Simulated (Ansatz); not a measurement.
One geometry of the cluster TeSe₂, several levels of theory.

```yaml
crystal:
  periodic: [false, false, false]
  atoms:
    - {symbol: Se, position_ang: [-0.177581, 1.314800, -0.490069]}
    - {symbol: Se, position_ang: [-1.184997, -0.668779, 0.385897]}
    - {symbol: Te, position_ang: [1.362578, -0.646021, 0.104172]}
basis:
  gaussian: {orbitals: def2-TZVP, initial_orbitals: start.molden}
hamiltonian: {xc: pbe0, dispersion: d4}
scf: {omitted_lower_state_checks: [starts]}
output: {orbitals: {seedname: orbitals}}
```

The file start.molden holds the orbitals of an earlier run on this structure, at another level or in another basis.

```sh
$ ansatz run in.yaml --threads 4 --pin off --events-out ev --progress --plain --max-ram 3916MiB
```

Output, abridged:

```
Functional definition: PBE0
1262 factors; their error is unknown
mean field evaluation 1: about -137976.3211 eV, gradient 1.6e2 eV
mean field evaluation 2: about -137977.3478 eV, gradient 3.2e0 eV
mean field evaluation 4: about -137978.3628 eV, gradient 7.4e-1 eV
mean field evaluation 8: about -137978.3633 eV, gradient 2.0e-5 eV
mean field -137978.36330775 eV, -5070.6113264660 hartree, gradient 2.0e-5 eV, S^2 0.000000; 0 other end points of the search recorded, 0 dependent functions left out
reference -137978.36333006 eV, -5070.6113272858 hartree; 46, 46 occupied and 100, 100 virtual orbitals, 1262 factors
Total energy: -137978.49005323 eV, -5070.6159842764 hartree
Checks for a lower state left out: starts
```

Hardware: 4 threads of Arm Neoverse V1 on a shared host. Wall time 1.9 s.

First input, but with `gaussian: {orbitals: def2-TZVPP, initial_orbitals: start.molden}`, `correlation: {method: ccsd_t}` and without the key `hamiltonian` (abridged; 8.5 s):

```
Functional definition: HF
mean field evaluation 16: about -137863.9991 eV, gradient 6.3e0 eV
mean field evaluation 32: about -137864.0819 eV, gradient 1.6e-2 eV
mean field -137872.29237137 eV, -5066.7132914515 hartree, gradient 9.5e-7 eV, S^2 0.000000
22 core orbitals not correlated: weight in the atoms' cores, before any rotation towards them, 1.000 or more for the frozen orbitals, at most 0.000 for the correlated occupied ones
second order -26.91998700 eV of doubles, -0.00000000 eV of singles
cycle   1  -25.35542933 eV  change     1.6e0 eV  update   1.2e-1
cycle   2  -26.08977406 eV  change   -7.3e-1 eV  update   3.8e-2
cycle   3  -26.19507142 eV  change   -1.1e-1 eV  update   1.6e-2
cycle   4  -26.16880513 eV  change    2.6e-2 eV  update   4.3e-3
cycle   5  -26.16832199 eV  change    4.8e-4 eV  update   2.2e-3
cycle   6  -26.17095454 eV  change   -2.6e-3 eV  update   7.1e-4
cycle   7  -26.17025719 eV  change    7.0e-4 eV  update   3.2e-4
cycle   8  -26.17016433 eV  change    9.3e-5 eV  update   1.0e-4
cycle   9  -26.17022019 eV  change   -5.6e-5 eV  update   2.7e-5
perturbative correction -1.01516747 eV, -0.0373067165 hartree
Total energy: -137899.47775903 eV, -5067.7123360212 hartree
Checks for a lower state left out: starts
```

The first input with `correlation: {method: mp2}` and without the key `hamiltonian` (abridged; 1.9 s):

```
Functional definition: HF
mean field -137872.29237137 eV, -5066.7132914515 hartree, gradient 9.5e-7 eV, S^2 0.000000
22 core orbitals not correlated: weight in the atoms' cores, before any rotation towards them, 1.000 or more for the frozen orbitals, at most 0.000 for the correlated occupied ones
second order -26.91998700 eV of doubles, -0.00000000 eV of singles
Total energy: -137899.21235836 eV, -5067.7025827266 hartree
Checks for a lower state left out: starts
```

As the first input, with `hamiltonian: {xc: {name: B3LYP}, dispersion: d4}` (abridged; 1.8 s):

```
Functional definition: B3LYP
mean field -137997.68153052 eV, -5071.3212580585 hartree, gradient 2.1e-5 eV, S^2 0.000000
Total energy: -137997.93597114 eV, -5071.3306085789 hartree
Checks for a lower state left out: starts
```

As the first input, with `hamiltonian: {xc: pbe, dispersion: d4}` (abridged; 1.1 s):

```
Functional definition: PBE
mean field -137973.96754918 eV, -5070.4497853180 hartree, gradient 2.1e-5 eV, S^2 0.000000
Total energy: -137974.11805938 eV, -5070.4553164661 hartree
Checks for a lower state left out: starts
```

As the first input, with `hamiltonian: {xc: {name: PBE-QIDH}}` and without the key `output` (abridged; 3.4 s):

```
Functional definition: PBE-QIDH
mean field -137946.51195841 eV, -5069.4408109675 hartree, gradient 6.4e-6 eV, S^2 0.000000
22 core orbitals not correlated: weight in the atoms' cores, before any rotation towards them, 1.000 or more for the frozen orbitals, at most 0.000 for the correlated occupied ones
second order -29.96589694 eV of doubles, -0.00000000 eV of singles
Total energy: -137956.50059988 eV, -5069.8078867708 hartree
Checks for a lower state left out: starts
```

The first input with `hamiltonian: {xc: hf}` (abridged; 1.8 s):

```
Functional definition: HF
mean field -137872.29103243 eV, -5066.7132422465 hartree, gradient 2.1e-5 eV, S^2 0.000000
Total energy: -137872.29103243 eV, -5066.7132422465 hartree
Checks for a lower state left out: starts
```

Geometry: B3LYP-D4/def2-TZVP.

In the def2 sets Te takes a core potential; there is no spin–orbit coupling. B3LYP takes the VWN-RPA correlation. Correlated methods freeze 22 core orbitals; core or outer-core shells of Se, Te are correlated, in sets that lack core-valence functions. The structure comes from a short search, and lower isomers may exist.
